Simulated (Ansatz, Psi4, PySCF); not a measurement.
Molecule: MgCl, charge 0, multiplicity 2. SMILES: [Mg][Cl]
Coordinates optimised at B3LYP-D3(BJ)/def2-TZVP (Ansatz, a program for electronic structure):
```xyz
2

Mg     0.0000     0.0000    -1.3021
Cl     0.0000     0.0000     0.9191
```
Charge 0, spin multiplicity 2.

Wanted: size of the dipole moment, in D. Terms: no spin-orbit coupling; UHF or UKS for open shells; non-relativistic; 6-311+G** with 5d, 6d on Na to Ar in Ansatz; 6-31G* and kin with 6d, 5d where marked. Ab initio and DFT rows: single points at B3LYP-D3(BJ) geometries (Ansatz). The spin state of an ion or metal species was assumed, not searched.

```tsv
level	program	size of the dipole moment (D)
PBE/STO-3G	Ansatz	5.79
BP86/def2-SVP	PySCF	3.00
BP86/6-31G* (5d)	PySCF	3.31
B3LYP/6-31G*	Ansatz	3.47
B3LYP/6-31+G*	Ansatz	3.70
wB97X-D/6-31G*	Psi4	3.55
wB97X-D/6-311+G**	Psi4	3.69
```

No value to compare with is used here. The 7 habitual levels span 3.00 (BP86/def2-SVP) to 5.79 D (PBE/STO-3G).

The levels are drawn from those run, B3LYP/6-31G* more often than the rest, none by its result; runs whose electronic state is in doubt are left out.
